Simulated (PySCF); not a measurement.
MoOF2, SMILES [O]=[Mo]([F])[F] (connectivity only; charge and spin as stated), neutral, multiplicity 3.

Geometry: B3LYP-D3(BJ)/def2-TZVP. The spin state was assumed, not searched. The def2 effective core potentials stand for the cores of Mo; spin–orbit coupling is left out.

The numbers are results of B3LYP/def2-TZVPD run with PySCF, not measurements.

Isolated molecule, no solvent.

Computed frontier levels, dipole moment and polarisability:
| Item | Result |
|---|---|
| α spin, highest occupied and lowest empty level | -7.33 and -3.50 eV |
| β spin, highest occupied and lowest empty level | -10.68 and -3.95 eV |
| dipole moment | 0.06 D |
| quadrupole, principal values (traceless, Buckingham form, about the centre of nuclear charge) | -4.68, -3.59, 8.27 D·Å |
| mean static polarisability | 39.8 bohr³ (5.90 Å³) |
| polarisability, principal values | 35.0, 39.2, 45.3 bohr³ |
| ⟨S²⟩ | 2.014 (pure state 2.00) |
